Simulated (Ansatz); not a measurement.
`[CH3][Zr]([OH])([OH])[F]` + HI → `[OH][Zr]([OH])([F])[I]` + CH₄  (ligand exchange at a Zr–C bond)

Program: Ansatz. Geometries: PBE0-D4/def2-TZVP. ΔE: electronic, gas phase. CBS: MP2 limit from def2 TZ/QZ plus the TZ coupled-cluster correction, frozen cores. This one scheme is used for every species. DFT in def2-TZVPP. def2 core potentials past Kr. For I, Zr outer-core shells are correlated without core-valence functions, which leaves a few kJ/mol of doubt a bond. One conformer a species, not always the lowest.

Task: Is it downhill or uphill in electronic energy at CCSD(T)/CBS, and by how much? (An estimate is asked.)

Result: Computed: Downhill: ΔE = -49.1 kcal/mol.

Task: What do these levels give: revPBE-D4, BHLYP-D4, ωB97M-V, revPBE, BHLYP, HF/def2-QZVPP? (Estimate.)

Result: Ansatz gave: revPBE-D4 -47.6, BHLYP-D4 -51.4, ωB97M-V -48.5, revPBE -47.8, BHLYP -50.3, HF/def2-QZVPP -53.0 kcal/mol.

Task: What do rigid-rotor, harmonic-oscillator terms from PBE0-D4/def2-TZVP frequencies (298.15 K, 1 bar) make of the CCSD(T)/CBS value? (Estimate.)

Result: Computed: ΔZPE = +3.6 kcal/mol, ΔH = -45.6 kcal/mol, ΔS = -12 J/(mol·K), ΔG = -44.8 kcal/mol.

Largest T1 diagnostic among the species: 0.016.

From BLYP to BHLYP (50 % exact exchange), in def2-TZVPP and without D4, ΔE moves by −3.1 kcal/mol. Leaving LDA and LC-ωPBE aside and taking each functional with its dispersion term where it has one, the values, not all of them listed here, spread over 3.9 kcal/mol, from PBE-QIDH to BLYP-D4. In def2-TZVPP, CCSD(T) changes the Hartree–Fock value by +3.9 kcal/mol (the triples alone add −0.5 kcal/mol) and MP2 by +1.0 kcal/mol.
